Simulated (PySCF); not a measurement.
2,2-difluoro-1-silylethanone (C2H4F2OSi), SMILES O=C([SiH3])C(F)F. Atoms are numbered in the order given.

```xyz
10

O     -0.3838     0.5466     1.8273
C     -0.0946     0.2199     0.7003
Si     1.7390     0.3539     0.0506
C     -1.1741    -0.3083    -0.2558
F     -1.1858     0.4857    -1.3569
F     -0.8199    -1.5607    -0.6409
H      2.5731    -0.4495     0.9834
H      1.8818    -0.1401    -1.3432
H      2.1088     1.7920     0.1386
H     -2.1751    -0.3250     0.2083
```

Geometry optimised at B3LYP-D3(BJ)/def2-SVP. Other conformers were not sampled.

Computed with PySCF with PBE0/def2-TZVP.

Gas-phase values at a fixed geometry.

The total energy is -642.66190 hartree. The highest occupied level is -7.64 eV and the lowest empty level comes out as -2.16 eV. The orbital gap is 5.48 eV. The dipole moment is 0.66 D. The quadrupole, principal values (traceless, Buckingham form, about the centre of nuclear charge) is -8.23, 0.26, 7.97 D·Å and the mean static polarisability is 54.9 bohr³ (8.14 Å³). The polarisability, principal values is 46.3, 55.2, 63.2 bohr³.
